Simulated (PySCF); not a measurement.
C3H8AsB.
Numbering: `[BH2:1][AsH:2][CH2:3][CH:4]=[CH2:5]` (hydrogens: H6, H7 on B1; H8 on As2; H9, H10 on C3; H11 on C4; H12, H13 on C5)

Method: PBE0-D3(BJ)/def2-SVP geometry optimisation, gas phase (PySCF); density fitting, grid level 1; the optimiser is geomeTRIC in internal coordinates, started from a GFN2-xTB structure.

Step 0: E = -64735.0282 eV
```
atom  x, y, z in Å  |  force x, y, z in eV/Å
B1      2.7398    0.1505    0.4880   -0.371   0.032  -0.452
As2     1.2662    0.2924   -0.8206   -0.287  -0.361   0.248
C3     -0.1432   -0.7082    0.2287    0.053   0.155  -0.304
C4     -1.5006   -0.3261   -0.2271    0.586  -0.235  -0.070
C5     -2.3470    0.4050    0.4789   -0.234   0.122   0.105
H6      3.4945    1.0299    0.6530    0.565   0.791   0.063
H7      2.9464   -0.8600    1.0455    0.066  -0.850   0.412
H8      0.8198    1.6690   -0.4056   -0.070   0.303  -0.039
H9      0.0430   -1.7706    0.0434    0.158  -0.212  -0.039
H10    -0.0192   -0.5105    1.2947    0.080   0.034   0.214
H11    -1.7722   -0.6609   -1.2222   -0.187  -0.097  -0.433
H12    -2.1022    0.7536    1.4697    0.186   0.198   0.555
H13    -3.3186    0.6769    0.1030   -0.546   0.121  -0.260
```

Step 1: E = -64735.1158 eV
```
atom  x, y, z in Å  |  force x, y, z in eV/Å
B1      2.8085    0.1414    0.4787    0.046  -0.034   0.066
As2     1.2517    0.3041   -0.7345   -0.059   0.155   0.115
C3     -0.1656   -0.7050    0.2481    0.065  -0.058   0.058
C4     -1.5207   -0.3321   -0.2333   -0.037  -0.018  -0.087
C5     -2.3926    0.4029    0.4609   -0.029   0.041   0.048
H6      3.6042    1.0469    0.5727   -0.033  -0.028  -0.052
H7      3.0289   -0.9086    1.0400   -0.011   0.033  -0.049
H8      0.8181    1.7189   -0.3630    0.039  -0.120  -0.067
H9      0.0595   -1.7666    0.0518   -0.012   0.044   0.006
H10    -0.0646   -0.5260    1.3281   -0.003  -0.001  -0.043
H11    -1.7952   -0.6712   -1.2415    0.028   0.016   0.030
H12    -2.1509    0.7717    1.4643   -0.025  -0.015  -0.023
H13    -3.3747    0.6644    0.0572    0.031  -0.013  -0.003
```

Step 2: E = -64735.1202 eV
```
atom  x, y, z in Å  |  force x, y, z in eV/Å
B1      2.8258    0.1309    0.4719    0.024  -0.012  -0.065
As2     1.2491    0.3170   -0.7100   -0.011  -0.011   0.110
C3     -0.1656   -0.6954    0.2706   -0.021   0.024   0.032
C4     -1.5186   -0.3235   -0.2214   -0.026  -0.028  -0.075
C5     -2.4172    0.3988    0.4527    0.020  -0.006   0.038
H6      3.6278    1.0317    0.5268    0.004  -0.006   0.008
H7      3.0602   -0.9250    1.0117   -0.013   0.013  -0.005
H8      0.8297    1.7267   -0.3378   -0.005   0.011  -0.019
H9      0.0607   -1.7542    0.0681   -0.002   0.000   0.005
H10    -0.0681   -0.5222    1.3505   -0.001   0.018   0.001
H11    -1.7695   -0.6579   -1.2362    0.009   0.011  -0.017
H12    -2.2201    0.7655    1.4657    0.024  -0.009  -0.003
H13    -3.3876    0.6484    0.0169   -0.001  -0.006  -0.009
```

Problem. Estimate the geometry and energy of step 3. (The exact step hangs on the optimiser's Hessian estimate; all steps are aligned on step 2, rigid shifts and turns removed.)

Solution. E = -64735.1230 eV, largest force 0.158 eV/Å
```
atom  x, y, z in Å  |  force x, y, z in eV/Å
B1      2.8429    0.1236    0.4638   -0.030   0.010  -0.125
As2     1.2417    0.3303   -0.6764    0.048  -0.131   0.074
C3     -0.1769   -0.6805    0.2952    0.004  -0.009  -0.140
C4     -1.5213   -0.3231   -0.2321    0.030   0.049   0.145
C5     -2.4285    0.3875    0.4429   -0.053  -0.039  -0.075
H6      3.6572    1.0127    0.4840    0.030   0.020   0.033
H7      3.0815   -0.9365    0.9878    0.001  -0.028   0.028
H8      0.8343    1.7399   -0.3179   -0.036   0.110   0.024
H9      0.0578   -1.7374    0.0994    0.037  -0.048   0.019
H10    -0.0980   -0.5016    1.3748   -0.024   0.035   0.021
H11    -1.7477   -0.6495   -1.2545    0.003   0.011  -0.015
H12    -2.2423    0.7364    1.4633    0.023   0.009   0.010
H13    -3.3941    0.6391   -0.0008   -0.034   0.011   0.001
```

The energy changes by -0.0028 eV. The first-order estimate −F·Δx gives -0.0069 eV and the mean of the old and new forces, exact on a quadratic surface, -0.0030 eV. The step makes an angle of 71° with the force vector and moves no atom by more than 0.055 Å.

The cost below is that of the whole optimisation. On an Arm Neoverse V1 with one thread (shared host), this took 51 s wall and 0.56 GiB of memory at its peak.
